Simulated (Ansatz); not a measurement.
Molecule: sum formula Si2N2H7, charge 0, multiplicity 2. It need not be the lowest isomer of its formula. 
Structure (B3LYP-D3(BJ)/def2-TZVP (Ansatz, a quantum-chemistry and plane-wave program) minimum search):
```
N
Si 1 1.7184
Si 1 1.7224 2 139.63
N 3 1.7107 1 117.53 2 173.27
H 4 1.0078 3 120.44 1 -82.43
H 4 1.0082 5 111.10 3 -150.56
H 2 1.4833 1 108.41 3 -135.23
H 3 1.4834 4 106.05 5 39.58
H 3 1.4854 8 112.31 4 -118.22
H 2 1.4857 7 109.25 1 115.38
H 2 1.4863 7 108.37 10 118.15
```
Charge 0, spin multiplicity 2.

Dipole moments at this geometry, in debye (magnitudes).

| level | program | dipole (D) |
|---|---|---|
| B97M-V/def2-TZVPD | Ansatz | 1.09 |
| PBE0/def2-TZVPD | Ansatz | 0.89 |
| BHLYP/def2-TZVPD | Ansatz | 0.85 |
| CAM-B3LYP/def2-TZVPD | Ansatz | ___ |
| wB97M-V/def2-TZVPD | Ansatz | 0.91 |
| CCSD(T)/aug-cc-pV(D+d)Z | Ansatz | ___ |

Question: Fill in the missing entries.

Answer: 
- CAM-B3LYP/def2-TZVPD, dipole (D): 0.83
- CCSD(T)/aug-cc-pV(D+d)Z, dipole (D): 0.89
